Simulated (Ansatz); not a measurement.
Geometry optimisation, Ansatz, RKS B3LYP/def2-SVP.

Input:

```yaml
crystal:
  periodic: [false, false, false]
  atoms:
    - { symbol: C, position_ang: [1.9519, 0.2821, -0.6283] }
    - { symbol: C, position_ang: [0.7351, -0.111, -0.1725] }
    - { symbol: Al, position_ang: [-0.4458, -1.7075, 0.3315] }
    - { symbol: Al, position_ang: [-1.0429, 0.3793, 0.5176] }
    - { symbol: O, position_ang: [-2.3955, 1.6008, 0.9387] }
    - { symbol: H, position_ang: [2.0773, 1.4068, -0.7573] }
    - { symbol: H, position_ang: [2.7062, -0.3797, -0.9025] }
    - { symbol: H, position_ang: [-0.5879, -3.2671, 0.4928] }
    - { symbol: H, position_ang: [-2.30736, 1.83646, 1.84718] }
basis:
  gaussian: { orbitals: def2-SVP }
hamiltonian:
  xc: b3lyp
relax:
  f_tol: 0.015
  max_steps: 40
```

Command:

```bash
$ ansatz run input.yaml --threads 2 --pin off --max-ram 3072MiB --backend cpu --events-out ev --progress --plain --runs-dir out
```

Task: Where does it end, and by what steps?

Result: The forces met the threshold. After 33 steps the energy has fallen by 1.250 eV; O5 moved furthest, 0.85 Å.

```tsv
step	energy less start (eV)	largest force component (eV/Å)	accepted
0	0.0000	4.402	yes
2	-0.9124	1.436	yes
4	-1.1177	0.618	yes
6	-1.2173	0.154	yes
8	-1.2317	0.158	yes
10	-1.2360	0.070	yes
12	-1.2369	0.054	yes
14	-1.2371	0.017	yes
16	-1.2373	0.022	yes
18	-1.2377	0.037	yes
20	-1.2383	0.061	yes
22	-1.2338	0.519	no
24	-1.2439	0.207	yes
26	-1.2453	0.217	yes
28	-1.2482	0.129	yes
30	-1.2497	0.035	yes
32	-1.2495	0.050	no
33	-1.2499	0.015	yes
```

```xyz
9
Properties=species:S:1:pos:R:3
C 1.598 0.347 -0.510
C 0.536 -0.442 -0.271
Al -0.269 -2.011 0.540
Al -1.164 0.233 0.601
O -1.589 1.852 0.936
H 1.518 1.316 -1.026
H 2.620 0.080 -0.199
H -0.365 -3.499 -0.018
H -2.195 2.163 1.615
```

Run time: 61 s on 2 threads of Intel(R) Xeon(R) Platinum 8488C (Sapphire Rapids) (shared host), peak memory 0.22 GiB.
